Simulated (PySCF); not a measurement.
# One reaction down a group: Ti, Zr, Hf

The same gas-phase reaction for Ti, Zr, Hf:
- TiO2 + 3 Cl2 → TiCl4 + 2 ClO
- ZrO2 + 3 Cl2 → ZrCl4 + 2 ClO
- HfO2 + 3 Cl2 → HfCl4 + 2 ClO

Computed with PySCF and rigid-rotor harmonic-oscillator thermochemistry at 1 bar. S°(298 K) at PBE0/def2-TZVP differs from the NASA 1993 table for ZrO2 (-6 J/mol/K); whether the harmonic model or the table's entry is off was not settled. † marks an energy on the PBE0/def2-TZVP geometry and frequencies; other levels use their own. Open shells (unrestricted): ClO (multiplicity 2, electronic degeneracy 4); the rest are closed-shell singlets. Spin-orbit splitting is ignored; it lowers the true energy and changes the entropy of ClO. B3LYP is the form with VWN-RPA correlation. Hf, Zr: scalar-relativistic def2 core potential, no spin-orbit coupling. The harmonic model lacks anharmonicity and excited electronic states, which grow with temperature; levels with a mode under 35 cm⁻¹ are left out. Soft modes under 120 cm⁻¹ make the harmonic entropy rough for TiCl4, ZrCl4, HfCl4.

ΔH°(298 K) in kJ, by level:

```tsv
level	Ti	Zr	Hf
ωB97M-V/def2-TZVP†	-279.7	-415.3	-508.0
B3LYP/def2-TZVP†	-288.9	-405.5	-484.7
PBE0/def2-TZVP	-300.9	-419.1	-505.0
r2SCAN/def2-TZVP†	-334.4	-444.9	-526.2
LDA/def2-TZVP†	-269.1	-371.1	-446.8
PBE0/def2-QZVP†	-298.0	-413.0	-495.9
BLYP/def2-TZVP†	-265.4	-369.4	-440.0
ωB97X-V/def2-TZVP†	-288.9	-431.7	-526.4
```

At ωB97M-V/def2-TZVP†, ΔH° falls from Ti to Hf, over a range of 228.3 kJ; the steps are -135.6, -92.7 kJ. 8 of the 8 levels shown give the same order. The levels scatter most for Hf (86.4 kJ between the highest and the lowest) and least for Ti (69.0 kJ). ΔS°(298 K) runs from -120.0 to -114.2 J/K, so TΔS° at 298 K spreads over 1.7 kJ among the members, against 228.3 kJ for ΔH°.

Free energies at ωB97M-V/def2-TZVP†:

| member | ΔS°(298 K), J/K | ΔG°(298 K), kJ | ΔG°(1600 K), kJ | ΔG° changes sign |
|---|---|---|---|---|
| Ti | -120.0 | -244 | -107 | none from 298 to 2500 K |
| Zr | -114.2 | -381 | -252 | none from 298 to 2500 K |
| Hf | -115.9 | -473 | -342 | none from 298 to 2500 K |

The NASA 1993 table, where it holds all species, gives ΔH°(298 K) = -255 kJ for Ti; its entries are part measured, part old estimates, and weren't checked at source.
